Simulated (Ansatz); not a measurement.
A run for Ansatz (a first-principles code): U-PBE0/def2-TZVPP on NaC, 2S+1 = 2, a spin state set in the input, which need not be the lowest.

Ansatz 0.2 input:
```yaml
crystal:
  periodic: [false, false, false]
  atoms:
    - {symbol: C, position_ang: [0.00000000, 0.00000000, 0.00000000]}
    - {symbol: Na, position_ang: [0.00000000, 0.00000000, 2.29900000]}
basis:
  gaussian:
    orbitals: def2-TZVPP
hamiltonian:
  xc: {name: PBE0}
magnetization: {spin_polarized: true, initial_magnetization: 1}
relax: {f_tol: 0.002, max_steps: 120}
```

Program output:

```
Functional definition: PBE0
[...]
integrals: 0.01 GiB planned
466 factors; their error is unknown
mean field: 0.16 GiB planned
mean field evaluation 1: about -5439.9903 eV, gradient 1.8e1 eV
mean field evaluation 2: about -5423.2368 eV, gradient 3.7e1 eV
mean field evaluation 4: about -5442.4054 eV, gradient 6.9e-1 eV
mean field evaluation 8: about -5442.4201 eV, gradient 1.5e-1 eV
mean field evaluation 16: about -5442.4527 eV, gradient 1.4e-3 eV
mean field evaluation 32: about -5443.1630 eV, gradient 1.5e-5 eV
mean field evaluation 64: about -5439.9903 eV, gradient 1.8e1 eV
mean field -5443.16299508 eV, -200.0325505607 hartree, gradient 1.1e-5 eV, S^2 1.706516; 8 other end points of the search recorded, 0 dependent functions left out
the calculation of the forces begins
reference -5443.16303339 eV, -200.0325519687 hartree; 9, 8 occupied and 54, 55 virtual orbitals, 466 factors
relax step   1: F+E_penalty+E_count = -5443.16299508 eV  Δ(F+E_penalty+E_count) = +0.000e0 eV  max|allowed force component| = 8.013e-2 eV/Å  Δτ_max = 0.0000 Å  (205 SCF iters, accepted)
these checks for a lower state are left out or cut short: starts, cluster_reference, orbital_swaps, neighbouring_geometries, increment
integrals: 0.01 GiB planned
466 factors; their error is unknown
mean field: 0.16 GiB planned
mean field evaluation 96: about -5443.1637 eV, gradient 8.0e-6 eV
mean field -5443.16369365 eV, -200.0325762329 hartree, gradient 8.0e-6 eV, S^2 1.708714; 0 other end points of the search recorded, 0 dependent functions left out
the calculation of the forces begins
reference -5443.16373200 eV, -200.0325776423 hartree; 9, 8 occupied and 54, 55 virtual orbitals, 466 factors
relax step   2: F+E_penalty+E_count = -5443.16369365 eV  Δ(F+E_penalty+E_count) = -6.986e-4 eV  max|allowed force component| = 1.840e-2 eV/Å  Δτ_max = 0.0071 Å  (46 SCF iters, accepted)
these checks for a lower state are left out or cut short: starts, cluster_reference, orbital_swaps, neighbouring_geometries, increment
integrals: 0.01 GiB planned
466 factors; their error is unknown
mean field: 0.16 GiB planned
mean field -5443.16373116 eV, -200.0325776112 hartree, gradient 4.7e-6 eV, S^2 1.709351; 0 other end points of the search recorded, 0 dependent functions left out
the calculation of the forces begins
reference -5443.16376952 eV, -200.0325790209 hartree; 9, 8 occupied and 54, 55 virtual orbitals, 466 factors
relax step   3: F+E_penalty+E_count = -5443.16373116 eV  Δ(F+E_penalty+E_count) = -3.751e-5 eV  max|allowed force component| = 3.038e-5 eV/Å  Δτ_max = 0.0020 Å  (43 SCF iters, accepted)
integrals: 0.01 GiB planned
466 factors; their error is unknown
mean field: 0.16 GiB planned
mean field evaluation 128: about -5442.4403 eV, gradient 3.2e-3 eV
mean field evaluation 160: about -5442.4643 eV, gradient 4.5e0 eV
mean field -5443.16373116 eV, -200.0325776112 hartree, gradient 4.7e-6 eV, S^2 1.709351; 9 other end points of the search recorded, 0 dependent functions left out
the calculation of the forces begins
reference -5443.16376952 eV, -200.0325790209 hartree; 9, 8 occupied and 54, 55 virtual orbitals, 466 factors
Total energy: -5443.16376952 eV, -200.0325790209 hartree
Atom 0 at    -0.000000     0.000000     0.009087 Å, force     0.000000     0.000000    -0.000030 eV/Å
Atom 1 at     0.000000    -0.000000     2.289913 Å, force    -0.000000    -0.000000     0.000030 eV/Å
Dipole moment:     0.000000     0.022125     1.496611 e Å
```

Self-consistency was reached. Its determinant has ⟨S²⟩ = 1.71, a mixture of spin states.

Cost: very roughly 17 core-seconds.
